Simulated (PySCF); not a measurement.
## Solvent effects on NMR parameters

Geometry:
| atom | x (Å) | y (Å) | z (Å) |
| --- | --- | --- | --- |
| F1 | -1.792 | 0.222 | -1.571 |
| C2 | -2.237 | -0.447 | -0.478 |
| C3 | -2.351 | 0.274 | 0.804 |
| C4 | -1.260 | -0.774 | 0.613 |
| B5 | 0.209 | -0.292 | 0.472 |
| O6 | 0.560 | 0.998 | 0.197 |
| C7 | 1.971 | 1.071 | 0.112 |
| C8 | 2.464 | -0.360 | 0.419 |
| O9 | 1.286 | -1.120 | 0.621 |
| H10 | -2.986 | -1.198 | -0.749 |
| H11 | -2.014 | 1.314 | 0.808 |
| H12 | -3.194 | 0.050 | 1.462 |
| H13 | -1.400 | -1.748 | 1.091 |
| H14 | 2.345 | 1.812 | 0.836 |
| H15 | 2.260 | 1.409 | -0.896 |
| H16 | 3.090 | -0.406 | 1.325 |
| H17 | 3.042 | -0.794 | -0.412 |

GIAO PBE0/pcSseg-1 in PySCF 2.14 on one PBE0-D3(BJ)/def2-SVP conformer, non-relativistic, equivalent nuclei averaged. Solvents enter as an IEF-PCM continuum (methanol with ε = 32.6, acetonitrile with ε = 35.7) around the gas-phase geometry. Shifts are referred to CFCl3, TMS, BF3·OEt2 computed in the same medium.

Gas phase, δ in ppm: F1 -230.5, C2 73.5, C7/C8 68.2, C3 12.5, C4 3.4, B5 32.6, H10 4.39, H14/H17 4.17, H15/H16 4.17, H11 1.29, H12 0.67, H13 0.18. Dipole moment 1.67 D.

(1) How does each δ change in the continuum?

(2) Which of the listed nuclei move most (in ppm), and what does the model miss? (N and O are left out, as their reference compounds move with the solvent too.)

Results:

(1) 
```
  atoms                                   environment  Δδ, methanol  Δδ, acetonitrile
     F1                     fluorine on an sp3 carbon          -3.9              -3.9
     C2                    three-membered-ring carbon          +1.8              +1.8
  C7/C8                           sp3 CH2 bonded to O          +1.2              +1.2
     C3                    three-membered-ring carbon          +0.9              +0.9
     C4                    three-membered-ring carbon          +0.8              +0.8
     B5  boron bonded to C, 2 O, in a 5-membered ring          +0.8              +0.8
    H10      hydrogen on a three-membered-ring carbon         +0.32             +0.32
H14/H17            hydrogen on an sp3 CH2 bonded to O         +0.19             +0.19
H15/H16            hydrogen on an sp3 CH2 bonded to O         +0.17             +0.17
    H11      hydrogen on a three-membered-ring carbon         -0.12             -0.12
    H12      hydrogen on a three-membered-ring carbon         +0.31             +0.31
    H13      hydrogen on a three-membered-ring carbon         +0.18             +0.18
```

Changes are relative to the gas phase. The dipole moment becomes 2.01 D in methanol, 2.01 D in acetonitrile.

(2) F1 (fluorine on an sp3 carbon, -3.9 ppm) in acetonitrile. A continuum only polarises the solute; specific hydrogen bonds, the anisotropy of aromatic solvents and changes of geometry or conformer are outside it.
